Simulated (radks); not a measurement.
All-electron atom: Ag in [Kr] 4d10 5s1 (the NIST ground configuration).

All-electron calculation, scalar-relativistic Kohn-Sham, LDA (Slater exchange, Perdew-Wang correlation), spin-unpolarised, spherical densities, point nucleus; hard spherical wall at 12 bohr. Program: a radial shooting solver on a logarithmic mesh with Libxc functionals.

Energy parts (eV):
total: -144523.330
kinetic: 150104.537
electron-nucleus: -349472.153
Hartree: 58766.175
exchange-correlation: -3921.890

Orbitals (lengths in bohr, moments of r in powers of bohr; <r^-3> diverges for s and p1/2; r(max) is where P^2 peaks; r(90%) holds 90 % of the orbital's charge):
orbital  occ.  eigenvalue (eV)    <r^-3>   r(max)  r(90%)     <r^2>
1s          2        -25298.98         -  0.02018  0.0559  0.001311
2s          2        -3725.829         -   0.1141   0.209   0.02150
2p          6        -3344.174      3774  0.09116   0.192   0.01692
3s          2        -682.5639         -   0.3330   0.544    0.1559
3p          6        -557.2060     674.4   0.3261   0.554    0.1574
3d         10        -358.8879     92.20   0.2734   0.548    0.1427
4s          2         -95.0750         -   0.8213    1.33    0.9421
4p          6         -58.6652     112.7   0.8753    1.48     1.150
4d         10          -7.6596     8.472    1.037    2.32     2.521
5s          1          -4.7104         -    2.484    4.75     11.21
5p          0          -0.7884     3.142    3.636    7.18     24.62
6s          0           1.0347         -    7.374    9.54     54.37
4f          0           3.7392  0.003174    8.102    9.93     63.73

The highest occupied level is 5s at -4.710 eV. Summed over all electrons, <r^2> = 48.03 bohr^2, which gives a Langevin (diamagnetic) susceptibility term of -38 x 10^-6 cm^3/mol. The density falls to 0.001 e/bohr^3 at r = 4.25 bohr. The pressure on the wall is 0.000389 GPa.
